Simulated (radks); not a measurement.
Task: Coherent X-ray form factor from a spherical all-electron density. Calculated with a radial shooting solver on a logarithmic mesh with Libxc functionals: scalar-relativistic Kohn-Sham, PBE, spin-unpolarised, spherical densities, point nucleus.

sin(theta)/lambda (1/angstrom),f0 (electrons)
0.05,43.914
0.1,43.659
0.15,43.239
0.2,42.663
0.25,41.941
0.3,41.086
0.4,39.041
0.5,36.667
0.6,34.109
0.8,28.972
1,24.453
1.25,20.182
1.5,17.291
2,13.625

The species is in the configuration that NIST lists as its ground one. Which atom or ion scatters so?

Result: The hafnium ion Hf28+, [Kr] 4d8. Extrapolating in s^2 from the first two rows gives f0(0) = 44.0, near the electron count 44; among species with that count, the fall with angle is slower the higher Z, and the table is that of Z = 72; from so few rows the species is fixed only to a neighbour or two.
